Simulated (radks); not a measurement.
Results of a calculation; reference values are marked as such.
Question: Yb, 70 electrons, occupied as [Xe] 4f14 6s1 7p1 (not the ground configuration). Code: a radial shooting solver on a logarithmic mesh with Libxc functionals. Model: Dirac Kohn-Sham, PBE, spin-unpolarised, spherical densities, point nucleus; open shells fill j = l - 1/2 first.

Spin-orbit splittings of the eigenvalues, e(l+1/2) - e(l-1/2), with zeta = 2 splitting/(2l+1) and mean radii in bohr:

shell  occ.  splitting (eV)  zeta (eV)  <r> j=l-1/2  <r> j=l+1/2
2p        6               ?          ?      0.06872      0.07622
3p        6           222.3      148.2       0.2061       0.2201
3d       10           48.55      19.42       0.1935       0.1978
4p        6           50.30      33.53       0.4956       0.5280
4d       10           9.155      3.662       0.5535       0.5650
4f       14           1.317     0.3763       0.7745       0.7978
5p        6           6.093      4.062        1.367        1.485
7p        1         0.06535    0.04357        12.29        12.64

Estimate the 2p splitting.

Answer: 1047 eV (zeta = 698.1 eV).
